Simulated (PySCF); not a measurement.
Species: 1-bromo-2-methylbutane, C5H11Br.
Geometry (PBE0-D3(BJ)/def2-SVP, Å), atoms numbered from 1 in this order:
```
atom  x, y, z in Å
C1     2.1242   -0.7035    0.0237
C2     0.9028   -0.1218   -0.6696
C3    -0.2589    0.2137    0.2668
C4    -0.8513   -1.0275    0.9314
C5    -1.3768    0.9514   -0.4536
Br6   -0.8523    2.7091   -1.1104
H7     1.9174   -1.6794    0.4892
H8     2.9485   -0.8525   -0.6897
H9     2.4902   -0.0289    0.8145
H10    1.1921    0.7980   -1.2030
H11    0.5403   -0.8219   -1.4446
H12    0.1205    0.8833    1.0601
H13   -0.0930   -1.5637    1.5198
H14   -1.6744   -0.7666    1.6143
H15   -1.2463   -1.7295    0.1783
H16   -2.2299    1.1356    0.2120
H17   -1.7299    0.3932   -1.3327
```

Method: core-valence-separated Tamm–Dancoff BHandHLYP/aug-pcX-1 (pcseg-1 on H, def2-SVPD on Br) in PySCF, non-relativistic, gas phase, PBE0-D3(BJ)/def2-SVP geometry. BHandHLYP without relativity tends to put these K edges a few eV too low, so spacings mean more than positions.

Task: What does the C 1s absorption edge look like?

Result: 
```json
{"E (eV)": "284.15", "f": "0.0676", "core hole on": "C5", "main final orbital": "spread"}
{"E (eV)": "285.32", "f": "0.0080", "core hole on": "C1", "main final orbital": "LUMO+1 (62 %)"}
{"E (eV)": "285.39", "f": "0.0074", "core hole on": "C4", "main final orbital": "LUMO (75 %)"}
{"E (eV)": "285.63", "f": "0.0186", "core hole on": "C2", "main final orbital": "spread"}
{"E (eV)": "285.89", "f": "0.0157", "core hole on": "C3", "main final orbital": "LUMO (49 %)"}
{"E (eV)": "286.01", "f": "0.0521", "core hole on": "C1", "main final orbital": "spread (2 roots, f summed)"}
{"E (eV)": "286.07", "f": "0.0284", "core hole on": "C4", "main final orbital": "LUMO+3 (49 %)"}
{"E (eV)": "286.15", "f": "0.0266", "core hole on": "C4", "main final orbital": "LUMO+1 (31 %)"}
{"E (eV)": "286.23", "f": "0.0201", "core hole on": "C2", "main final orbital": "spread"}
{"E (eV)": "286.42", "f": "0.0014", "core hole on": "C2", "main final orbital": "LUMO (55 %)"}
{"E (eV)": "286.58", "f": "0.0107", "core hole on": "C3", "main final orbital": "LUMO+3 (34 %)"}
{"E (eV)": "286.58", "f": "0.0022", "core hole on": "C1", "main final orbital": "LUMO (35 %)"}
{"E (eV)": "286.63", "f": "0.0092", "core hole on": "C2", "main final orbital": "LUMO+1 (51 %)"}
{"E (eV)": "286.64", "f": "0.0022", "core hole on": "C4", "main final orbital": "LUMO+4 (38 %)"}
{"E (eV)": "286.95", "f": "0.0049", "core hole on": "C4", "main final orbital": "spread"}
{"E (eV)": "286.98", "f": "0.0188", "core hole on": "C5", "main final orbital": "spread"}
{"E (eV)": "286.98", "f": "0.0066", "core hole on": "C1", "main final orbital": "spread"}
{"E (eV)": "287.04", "f": "0.0026", "core hole on": "C3", "main final orbital": "LUMO+2 (30 %)"}
{"E (eV)": "287.09", "f": "0.0016", "core hole on": "C2", "main final orbital": "spread"}
{"E (eV)": "287.17", "f": "0.0055", "core hole on": "C3", "main final orbital": "LUMO+1 (57 %)"}
{"E (eV)": "287.27", "f": "0.0029", "core hole on": "C1", "main final orbital": "LUMO+3 (35 %)"}
{"E (eV)": "287.30", "f": "0.0066", "core hole on": "C2", "main final orbital": "spread"}
```

The first line with a tenth or more of the strongest one's intensity is at 284.15 eV (f = 0.068), with the hole on C5 (sp3 C–Br carbon). It is also the strongest listed.

Roots within 0.03 eV whose holes lie on the same, on equivalent or on shared atoms are summed into one line, and the highest roots are left out, as the search may have cut off their partners. Final orbitals are the ground state's empty Kohn–Sham orbitals.

Task: What are the wavelength and the wavenumber of the 286.58 eV line?

Result: λ = 12398.42 eV Å/286.58 eV = 43.263 Å; 2.3114 × 10⁶ cm⁻¹.

The ionisation thresholds weren't computed; near and above them a finite basis only mimics Rydberg series and continuum. Relativistic effects, spin–orbit coupling among them, are left out although an element past zinc is present.

One conformer stands for the species.
